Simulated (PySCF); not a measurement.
Field gradients at the hydrogen positions

Species: C6H16P2.
Geometry (GFN2-xTB, Å), atoms numbered from 1 in this order:
```
atom  x, y, z in Å
C1    -1.797    1.596   -0.803
C2    -0.941    0.686    0.074
C3    -1.805   -0.150    1.009
P4     0.204   -0.259   -1.067
C5    -0.797   -1.770   -1.458
C6     1.385   -1.016    0.148
C7     2.314    0.088    0.643
P8     2.259    1.467   -0.600
H9    -1.157    2.211   -1.434
H10   -2.448    1.006   -1.446
H11   -2.419    2.250   -0.194
H12   -0.273    1.319    0.673
H13   -2.558   -0.703    0.452
H14   -2.320    0.506    1.710
H15   -1.209   -0.853    1.588
H16   -0.210   -2.390   -2.135
H17   -1.047   -2.346   -0.570
H18   -1.708   -1.473   -1.974
H19    1.953   -1.766   -0.413
H20    0.872   -1.530    0.965
H21    3.338   -0.264    0.792
H22    1.961    0.497    1.595
H23    2.979    0.802   -1.590
H24    3.413    2.113   -0.122
```

Level: PBE0/pcSseg-1 (PySCF, non-relativistic); Q(2H) = 0.00286 b; rigid geometry, the same for H and D, with no vibrational averaging.

**Question.** Rank these positions by the coupling χzz of a deuteron there, largest first.
A. H23 (P–H hydrogen)
B. H12 (methine hydrogen)
C. H24 (P–H hydrogen)
D. H22 (methylene hydrogen)
E. H13 (methyl hydrogen)

**Answer.** E (211 kHz), D (203 kHz), B (196 kHz), A (137 kHz), C (129 kHz).

**Question.** What are Vzz, η and χzz (234.96 MHz × Q × Vzz) at all hydrogens?

**Answer.** 
```csv
atom,bonded to,bond length (Å),Vzz (au),η,χzz (kHz)
H9,C1,1.089,0.3101,0.02,208
H10,C1,1.089,0.3128,0.03,210
H11,C1,1.089,0.3145,0.02,211
H12,C2,1.098,0.2918,0.02,196
H13,C3,1.088,0.3141,0.02,211
H14,C3,1.090,0.3127,0.02,210
H15,C3,1.088,0.3161,0.02,212
H16,C5,1.090,0.3155,0.01,212
H17,C5,1.088,0.3167,0.01,213
H18,C5,1.088,0.3181,0.01,214
H19,C6,1.095,0.3024,0.02,203
H20,C6,1.093,0.3076,0.03,207
H21,C7,1.093,0.3059,0.02,206
H22,C7,1.095,0.3022,0.01,203
H23,P8,1.393,0.2033,0.08,137
H24,P8,1.407,0.1915,0.08,129
```

**Question.** Average by the element that carries the hydrogen.

**Answer.** on C: 208 kHz over 14 positions, mean bond length 1.091 Å; on P: 133 kHz over 2 positions, mean bond length 1.400 Å.

**Question.** How does χzz go with the bond length over the 14 C–H bonds?

**Answer.** A straight-line fit has a slope of -14.3 kHz for each 0.01 Å, with a correlation coefficient of -0.96, over lengths from 1.088 to 1.098 Å. The longer bonds have the smaller couplings here.

The structure is a single GFN2-xTB conformer in the gas phase; no vibrational or solvent corrections. GFN2-xTB bond lengths can be off by several hundredths of an ångström, more for odd bonds, and the gradients follow them. With so small a basis the couplings can be 20 % off.
